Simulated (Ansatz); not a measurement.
The inner images of a band of AlF3H2O (7 atoms, charge 0, multiplicity 1) are given out of order.

Computed with RHF/6-31G* (Ansatz 0.2.0).

Image 0:

```xyz
7
Properties=species:S:1:pos:R:3
Al -0.072 0.107 0.150
O -0.252 -0.046 1.851
H -0.541 -0.779 2.367
F 1.350 -0.285 -0.551
F -1.401 0.071 -0.801
F 0.142 1.983 0.655
H 0.014 1.808 1.570
```

Image 8:

```xyz
7
Properties=species:S:1:pos:R:3
Al 0.048 0.481 -0.080
O -0.065 0.154 1.849
H -0.835 -0.346 2.108
F 1.401 -0.289 -0.583
F -1.395 -0.212 -0.456
F 0.109 2.121 0.029
H -0.025 0.949 2.374
```

**Question.** Put them in order from the first end to the last, with their energies above the first end.
A.
```xyz
7
Properties=species:S:1:pos:R:3
Al 0.025 0.370 -0.037
O -0.053 0.101 1.857
H -0.734 -0.335 2.359
F 1.408 -0.230 -0.658
F -1.406 -0.092 -0.683
F 0.094 1.970 0.498
H -0.094 1.076 1.905
```
B.
```xyz
7
Properties=species:S:1:pos:R:3
Al 0.038 0.456 -0.082
O -0.062 0.149 1.850
H -0.762 -0.381 2.220
F 1.389 -0.298 -0.612
F -1.404 -0.168 -0.556
F 0.121 2.083 0.170
H -0.081 1.016 2.249
```
C.
```xyz
7
Properties=species:S:1:pos:R:3
Al 0.011 0.290 0.021
O -0.066 0.084 1.849
H -0.729 -0.384 2.351
F 1.405 -0.191 -0.668
F -1.411 -0.046 -0.709
F 0.093 1.936 0.655
H -0.064 1.171 1.742
```
D.
```xyz
7
Properties=species:S:1:pos:R:3
Al 0.031 0.419 -0.072
O -0.058 0.120 1.855
H -0.745 -0.351 2.316
F 1.398 -0.271 -0.640
F -1.403 -0.135 -0.638
F 0.106 2.028 0.331
H -0.091 1.048 2.090
```
E.
```xyz
7
Properties=species:S:1:pos:R:3
Al -0.041 0.106 0.141
O -0.157 -0.070 1.852
H -0.688 -0.674 2.344
F 1.370 -0.219 -0.611
F -1.413 0.009 -0.742
F 0.140 1.976 0.676
H 0.028 1.730 1.581
```
F.
```xyz
7
Properties=species:S:1:pos:R:3
Al -0.019 0.129 0.112
O -0.102 -0.051 1.843
H -0.745 -0.527 2.343
F 1.387 -0.191 -0.649
F -1.414 -0.017 -0.724
F 0.119 1.958 0.721
H 0.014 1.559 1.596
```
G.
```xyz
7
Properties=species:S:1:pos:R:3
Al -0.001 0.197 0.069
O -0.081 0.018 1.841
H -0.742 -0.426 2.353
F 1.399 -0.192 -0.665
F -1.412 -0.029 -0.719
F 0.099 1.931 0.740
H -0.023 1.360 1.622
```

**Answer.** E (+0.1 kcal/mol), F (+0.9 kcal/mol), G (+2.4 kcal/mol), C (-7.1 kcal/mol), A (-21.4 kcal/mol), D (-26.7 kcal/mol), B (-28.5 kcal/mol).

The run took 78 s on 1 thread of Arm Neoverse V2, on a shared host, peak memory 0.14 GiB.
